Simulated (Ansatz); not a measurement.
C3H6O2Si. The species carries charge 0 and has multiplicity 1. The bonds changed during the relaxation, so this is another structure than the one it started from.

```xyz
12

Si   -1.0804   -0.9551   -1.5931
C    -0.5396   -0.0361   -0.0286
O     0.7803    0.5063   -0.2404
C     1.4342    0.7825    0.8544
C     1.2944    0.5362    2.2115
O     2.5776    1.2463    0.9251
H    -1.0944   -0.0179   -2.7421
H    -0.1507   -2.0796   -1.8556
H    -2.4505   -1.4678   -1.3362
H    -1.2291    0.7814    0.2023
H    -0.5190   -0.7168    0.8300
H     0.9772    1.4206    2.7725
```

Question: Give the diagnostics of a CCSD(T)/def2-TZVPP run (frozen core, Ansatz). (An estimate is asked.)

Answer: Computed: T1 = 0.0241, largest single amplitude 0.081, largest double 0.049, (T) share of the correlation energy 4.5 %, 15 CCSD cycles. The RHF solution is unstable towards an unrestricted one. T1 lies over the customary mark of 0.02 for closed shells.
